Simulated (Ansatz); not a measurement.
Basis sets compared for (LiF)4 cube (Li₄F₄). Total charge 0; singlet. Geometry r2SCAN-D4/def2-SVP. Ansatz on 4 threads of Arm Neoverse V1 on a shared host; times are rough, and most runs start from earlier orbitals.

```xyz
8

Li    0.9949   -1.0971    0.1713
F    -0.4116   -0.9143    1.3015
Li   -1.3545   -0.5857   -0.2125
F     0.0153   -0.9406   -1.3469
Li    0.3736    0.8297   -1.1811
F     1.4925    0.6456    0.2341
Li   -0.0140    0.8534    1.2225
F    -1.0962    1.2090   -0.1888
```

Binding counts from free atoms (Li doublet, F doublet) in the same basis, without a counterpoise term.

```json
{"level": "PBE-D4/def2-SVP", "functions": "92", "energy (Eh)": "-429.1700", "HOMO (eV)": "-7.09", "LUMO (eV)": "-0.76", "binding per atom (eV)": "4.07", "wall time": "1 s"}
{"level": "PBE-D4/def2-TZVP", "functions": "180", "energy (Eh)": "-429.6683", "HOMO (eV)": "-7.38", "LUMO (eV)": "-0.75", "binding per atom (eV)": "3.89", "wall time": "1.5 s"}
{"level": "r2SCAN-D4/def2-TZVP (with forces)", "functions": "180", "energy (Eh)": "-429.9636", "HOMO (eV)": "-7.80", "LUMO (eV)": "-0.06", "binding per atom (eV)": "3.86", "wall time": "3.6 s"}
{"level": "PBE0-D4/def2-SVP", "functions": "92", "energy (Eh)": "-429.1897", "HOMO (eV)": "-9.14", "LUMO (eV)": "-0.21", "binding per atom (eV)": "3.93", "wall time": "1.2 s"}
{"level": "PBE0-D4/def2-TZVP", "functions": "180", "energy (Eh)": "-429.6820", "HOMO (eV)": "-9.38", "LUMO (eV)": "-0.16", "binding per atom (eV)": "3.77", "wall time": "2.1 s"}
```

(1) Estimate the rows for PBE-D4/def2-TZVPD, r2SCAN-D4/def2-TZVPD, PBE0-D4/def2-TZVPD.

Answers

(1) 
```tsv
level	functions	energy (Eh)	HOMO (eV)	LUMO (eV)	binding per atom (eV)	wall time
PBE-D4/def2-TZVPD	228	-429.6781	-7.37	-0.82	3.91	2.7 s
r2SCAN-D4/def2-TZVPD	228	-429.9739	-7.74	-0.23	3.88	6 s
PBE0-D4/def2-TZVPD	228	-429.6913	-9.33	-0.31	3.79	3.6 s
```
